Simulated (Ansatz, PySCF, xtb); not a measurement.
Protons, H atoms and electrons added to or taken from O[SiH3]. Isolated molecules, 0 K electronic values unless said otherwise. One relaxed conformer stands for each flexible species; it need not be the lowest. Strings in code marks are SMILES.

Quantity: electronic energy of isomers of H3OSi, doublet states, relative to `O[SiH2]`, in eV. HF references are unrestricted for open shells and restricted for singlets.

Level 1: frozen-core CCSD(T)/cc-pVTZ // B3LYP-D3(BJ)/def2-TZVP (Ansatz, a quantum-chemistry and plane-wave program)
Level 2: B3LYP/6-311+G** // B3LYP-D3(BJ)/def2-TZVP (PySCF)
Level 3: HF/6-31G* // B3LYP-D3(BJ)/def2-TZVP (PySCF)
Level 4: GFN2-xTB (xtb)

```tsv
species	level 2	level 3	level 4
`[O][SiH3]`	1.10	0.265	0.50
```

**Question.** What does level 1 give for each?

**Answer.** 
- `[O][SiH3]`: 1.20
